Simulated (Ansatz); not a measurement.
Stepwise reaction of `C=[CH][InH2]` with hydrogen chloride, as a gas-phase model of exchange steps in deposition or etching. ΔE in kJ/mol.

Program: Ansatz. Geometries: PBE0-D4/def2-TZVP. ΔE: electronic, gas phase. CCSD(T)/CBS is the MP2 limit (def2-TZVPP, def2-QZVPP) plus CCSD(T) − MP2 in def2-TZVPP, frozen cores. This one scheme is used for every species. Functionals use def2-TZVPP. B3LYP here is the variant with VWN-RPA as its local correlation; programs differ in this. Elements past krypton have def2 core potentials. For In outer-core shells are correlated without core-valence functions, which leaves a few kJ/mol of doubt a bond. Each species was taken in one conformer, which may not be the lowest.

| step | reaction | PBE-D4 | B3LYP-D4 | ωB97M-V | CCSD(T)/CBS |
| --- | --- | --- | --- | --- | --- |
| 1 | `C=[CH][InH2]` + HCl → `C=[CH][InH][Cl]` + H₂ | -118.7 | -121.0 | -117.2 | -124.0 |

Task: Give the row of step 2, `C=[CH][InH][Cl]` + HCl → `C=[CH][In]([Cl])[Cl]` + H₂. (Estimate.)

Result: Computed: 
```tsv
step	reaction	PBE-D4	B3LYP-D4	ωB97M-V	CCSD(T)/CBS
2	`C=[CH][InH][Cl]` + HCl → `C=[CH][In]([Cl])[Cl]` + H₂	-94.6	-97.0	-94.0	-98.6
```

Task: By hand: ΔE of the 2 steps together at CCSD(T)/CBS.

Result: (-124.0) + (-98.6) = -222.6 kJ/mol, or -111.3 kJ/mol a step.

In ΔE each step is higher than the one before. All are downhill at CCSD(T)/CBS. PBE-D4 differs from CCSD(T)/CBS by 4.0 to 5.3 kJ/mol a step. Isolated molecules leave out the surface, adducts and barriers. Largest T1 diagnostic: 0.013.
